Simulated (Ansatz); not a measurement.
Mulliken charges of `N[SiH](Cl)[GeH3]` from B3LYP/def2-TZVPP in Ansatz (PBE0-D4/def2-TZVP geometry).

```csv
atom,x (Å),y (Å),z (Å),charge (e)
N1,-0.488,1.580,-0.690,-0.382
Si2,0.325,0.086,-0.799,0.455
Cl3,-0.476,-1.234,-2.195,-0.271
Ge4,0.227,-1.007,1.306,0.005
H5,-0.382,2.270,-1.418,0.142
H6,-1.399,1.638,-0.264,0.143
H7,1.699,0.367,-1.277,-0.072
H8,0.752,-2.446,1.196,0.001
H9,1.059,-0.250,2.355,-0.008
H10,-1.234,-1.054,1.788,-0.011
```

Problem. By hand: the dipole of these point charges (1 e Å = 4.8032 D).

Solution. Σ q r = (0.094, 0.306, 0.317) e Å, of length 0.451 e Å = 2.17 D.

Problem. How does the dipole of the full density compare? (Estimate.)

Solution. Computed: (-0.089, 0.383, 0.090) e Å, 1.94 D; the point charges give 1.12 times that, at 41° from its direction.

Point charges leave out the atoms' own dipoles, such as those of lone pairs, and Mulliken's split depends on the basis, so the two needn't agree.

B3LYP here is the variant with VWN-RPA as its local correlation; programs differ in this.
